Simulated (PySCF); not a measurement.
An excited-state table with gaps

C6H6ClFO.
SMILES with atom numbers: `[F:1][CH2:2]/[C:3]([Cl:4])=[C:5]1\[CH:6]=[CH:7][CH2:8][O:9]1` (hydrogens: H10, H11 on C2; H12 on C6; H13 on C7; H14, H15 on C8)

Computed with PySCF 2.14.0, density-fitted response routines, TDDFT CAM-B3LYP/def2-SVPD, vertical, gas phase, core orbitals frozen in the response. Isolated species at its GFN2-xTB geometry (one conformer only). Torsions of this conformer, `[F:1][CH2:2]/[C:3]([Cl:4])=[C:5]1\[CH:6]=[CH:7][CH2:8][O:9]1`: F1–C2–C3–Cl4 128°.

Lowest singlets, with some entries withheld (?).

```
state  ν̃ (cm⁻¹)       f  main configurations (H = HOMO, L = LUMO)
   S1      38620   0.418                                 H→L (98%)
   S2      45580  0.0011                  H→L+2 (62%), H→L+1 (20%)
   S3          ?       ?                                         ?
   S4      53820  0.0088                               H→L+3 (79%)
   S5      54570   0.085                  H→L+6 (59%), H→L+4 (13%)
   S6      56260  0.0007                               H-1→L (92%)
   S7      56950   0.105                  H-2→L (53%), H→L+4 (23%)
   S8          ?       ?                                         ?
```

(1) Fill in the withheld entries.

(2) How far apart are S4 and S6, in eV and cm⁻¹?

(3) What is the mean static polarisability from the same response equations?

(4) Where do the lowest triplets lie (Tamm–Dancoff)?

Answers

(1) 
- S3: ν̃ = 48940 cm⁻¹; f = 0.0042; H→L+1 (63%), H→L+2 (12%), H→L+3 (11%)
- S8: ν̃ = 57260 cm⁻¹; f = 0.0066; H-2→L (33%), H→L+4 (26%), H→L+6 (26%)

(2) 6.976 − 6.673 = 0.303 eV, or about 2440 cm⁻¹.

(3) 93.1 au (13.79 Å³), with principal values 60.0, 85.3 and 133.9 au.

(4) T1 2.89 eV, H→L (90%); T2 4.72 eV, H-2→L (62%), H→L+6 (11%); T3 5.22 eV, H→L+2 (60%), H→L+1 (11%). E(S1) − E(T1) = +1.89 eV.
